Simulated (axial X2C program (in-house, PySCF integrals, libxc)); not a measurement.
# Density and ELF of SbF⁻

Computed with an in-house relativistic program for diatomic molecules. Two-component (2c) means X2C with spin–orbit coupling and atomic mean-field two-electron Coulomb and Gaunt terms. Basis: Sb dyall-acv3z [12s13p9d5f1g], F dyall-av3z [7s6p3d2f] (cores contracted in-house); Gaussian nuclei, density fitting, unrestricted open shells. Masses: Sb 120.904 u, F 18.998 u.

PBE0, with spin–orbit coupling, state Ω = 3/2 (⟨Sz⟩ = 0.51, ⟨Lz⟩ = 0.99 at PBE0); Sb at z = 0, F at z = 2.020 Å.

The maps cover the half plane through the axis: z from -2.4 to 4.2 Å along the bond, ρ from 0.15 to 2.25 Å away from it (steps of 0.3 Å, the bottom row nearest the axis).

log10 of the density in e/bohr³:

digits 0 to 9 span -5.23 to 1.83 evenly
```
22233333333332222111000
22333444444333322221100
22334444444433333322110
23344455554444444332211
23344555555544554433221
23345556665555665543321
23445567876556776554321
23445678987666787654322
```

Electron localisation function (collinear form, no current term, damped to 0 at low density):

digits 0 to 9 span 0.00 to 1.00 evenly
```
00135677775310000000000
00246788876310000000000
01246788886300000000000
00246788776300122110000
00246664444212455320000
00135422322125777531000
00134336763137888742000
00133254745158418752000
```

Axial spin density in 10⁻³ e/bohr³:

digits 0 to 9 span -3.01 to 3.01 evenly, values beyond are clipped
```
55555666666555555555555
55556778887655554455555
55567899999765544445555
55567999999865444445555
55568999999965445555555
55557999999954565555555
55555663938754997544555
44443346965544995444455
```

Occupations by symmetry block were frozen at the best pattern of an incomplete PBE0 search. Density functionals use the spin component along the axis (collinear). The functionals have no current-density term, which raises determinants with orbital currents, atoms included. The highest occupied level of some functionals is positive through self-interaction error; at Hartree–Fock it is bound.
